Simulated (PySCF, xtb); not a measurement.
C4F8, SMILES FC1(F)C(F)(F)C(F)(F)C1(F)F.

xtb with GFN2-xTB at its own geometry gives an orbital gap of 9.98 eV and a dipole moment of 0.00 D.

The structure is a stationary point at PBE0-D3(BJ)/def2-SVP.

### Question
What does HF/def2-SVP in PySCF give? (An estimate is asked for; the answer gives what the named calculation found.)

### Answer
gap 17.87 eV (levels -14.00 and 3.87 eV), dipole 0.00 D.
